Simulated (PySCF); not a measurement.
# Magnetic susceptibility: `CC(C)=C=C[C@H](C)N`, C7H13N

Molfile (atoms numbered from 1):
```
C7H13N
     RDKit          3D

 21 20  0  0  0  0  0  0  0  0999 V2000
    2.5776   -1.2659    0.1524 C   0  0  0  0  0  0  0  0  0  0  0  0
    1.8107    0.0217    0.0299 C   0  0  0  0  0  0  0  0  0  0  0  0
    2.5832    1.2750    0.3379 C   0  0  0  0  0  0  0  0  0  0  0  0
    0.5626    0.0507   -0.3354 C   0  0  0  0  0  0  0  0  0  0  0  0
   -0.6978    0.0735   -0.6406 C   0  0  0  0  0  0  0  0  0  0  0  0
   -1.8137    0.0486    0.3869 C   0  0  2  0  0  0  0  0  0  0  0  0
   -2.7958   -1.0761    0.0675 C   0  0  0  0  0  0  0  0  0  0  0  0
   -2.5424    1.3102    0.4447 N   0  0  0  0  0  0  0  0  0  0  0  0
    1.9444   -2.1181   -0.0794 H   0  0  0  0  0  0  0  0  0  0  0  0
    3.4284   -1.2615   -0.5290 H   0  0  0  0  0  0  0  0  0  0  0  0
    2.9605   -1.3772    1.1668 H   0  0  0  0  0  0  0  0  0  0  0  0
    3.4645    1.3379   -0.3001 H   0  0  0  0  0  0  0  0  0  0  0  0
    2.9190    1.2607    1.3749 H   0  0  0  0  0  0  0  0  0  0  0  0
    1.9708    2.1591    0.1805 H   0  0  0  0  0  0  0  0  0  0  0  0
   -1.0215    0.1511   -1.6729 H   0  0  0  0  0  0  0  0  0  0  0  0
   -1.3804   -0.1150    1.3803 H   0  0  0  0  0  0  0  0  0  0  0  0
   -2.2829   -2.0347    0.0617 H   0  0  0  0  0  0  0  0  0  0  0  0
   -3.2484   -0.9144   -0.9092 H   0  0  0  0  0  0  0  0  0  0  0  0
   -3.5847   -1.0971    0.8142 H   0  0  0  0  0  0  0  0  0  0  0  0
   -2.9482    1.5187   -0.4628 H   0  0  0  0  0  0  0  0  0  0  0  0
   -1.9147    2.0697    0.6861 H   0  0  0  0  0  0  0  0  0  0  0  0
  1  2  1  0
  2  3  1  0
  2  4  2  0
  4  5  2  0
  5  6  1  0
  6  7  1  0
  6  8  1  0
  1  9  1  0
  1 10  1  0
  1 11  1  0
  3 12  1  0
  3 13  1  0
  3 14  1  0
  5 15  1  0
  6 16  1  1
  7 17  1  0
  7 18  1  0
  7 19  1  0
  8 20  1  0
  8 21  1  0
M  END
```

Computed with GIAO PBE/6-31G* magnetisability, rotational g tensor and spin-rotation constants, non-relativistic, gas phase (PySCF). Geometry: GFN2-xTB.

Question: How diamagnetic is it, and how anisotropic?

Answer: Isotropic -1353 × 10⁻³⁰ J/T², or -81.5 × 10⁻⁶ cm³/mol; principal values -1417, -1352, -1290 × 10⁻³⁰ J/T², anisotropy 110 × 10⁻³⁰ J/T² (root of half the summed squared differences of the principal values). The susceptibility is in cgs units.

Question: Split it along the inertial axes a, b, c into diamagnetic and paramagnetic parts about the centre of mass, with the quadrupole moment.

Answer: 
```tsv
axis	χ (10⁻⁶ cm³/mol)	diamagnetic (10⁻⁶ cm³/mol)	paramagnetic (10⁻⁶ cm³/mol)	summed x² of all electrons (Å²)	quadrupole Θ (D Å)
a	-80.5	-441.4	360.9	319.2	-1.65
b	-85.2	-1465.7	1380.5	77.8	+1.69
c	-78.8	-1684.4	1605.6	26.3	-0.04
```
Anisotropies 2χaa − χbb − χcc = +3.0 and 2χbb − χaa − χcc = -11.1 × 10⁻⁶ cm³/mol. Θ is traceless in Buckingham's convention.

Question: And the rotational g tensor?

Answer: 
| axis | rotational constant (GHz) | g | nuclear part | electronic part |
| --- | --- | --- | --- | --- |
| a | 3.9537 | -0.0124 | 0.6579 | -0.6704 |
| b | 0.9243 | -0.0017 | 0.5977 | -0.5995 |
| c | 0.7999 | -0.0035 | 0.5998 | -0.6033 |

Asymmetric top; isotopes 12C, 1H, 14N; no vibrational averaging.
